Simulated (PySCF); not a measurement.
W(O)2(Cl)(OH) (ClHO₃W), SMILES [O]=[W](=[O])([OH])[Cl], multiplicity 1. Atoms are numbered in the order given.

```xyz
6

W      0.0401     0.1919     0.0000
O      0.9503     0.6729    -1.3644
O      0.9503     0.6729     1.3644
Cl    -0.1953    -2.0917     0.0000
O     -1.6133     1.0761     0.0000
H     -1.9445     1.9826     0.0000
```

Geometry optimised at B3LYP-D3(BJ)/def2-SVP. The geometry has at least one imaginary mode, so it is a saddle point at that level. The spin state was assumed, not searched. The structure was generated by enumeration; whether it is a known compound was not checked. The def2 effective core potentials stand for the cores of W; spin–orbit coupling is left out. The values are those of a single conformer.

These are PBE0/def2-TZVP run with PySCF values and carry that method's errors.

Atomic charges (e):

```json
[
 {"atom": "W1", "Mulliken": "1.48", "Löwdin": "0.61"},
 {"atom": "O2", "Mulliken": "-0.45", "Löwdin": "(withheld)"},
 {"atom": "O3", "Mulliken": "-0.45", "Löwdin": "(withheld)"},
 {"atom": "Cl4", "Mulliken": "-0.31", "Löwdin": "(withheld)"},
 {"atom": "O5", "Mulliken": "-0.64", "Löwdin": "-0.29"},
 {"atom": "H6", "Mulliken": "0.37", "Löwdin": "(withheld)"}
]
```

Task: Complete the blanks. (Estimate from the structure and the level; the computed values follow.)

Result: 
- O2, Löwdin: -0.28
- O3, Löwdin: -0.28
- Cl4, Löwdin: 0.06
- H6, Löwdin: 0.19
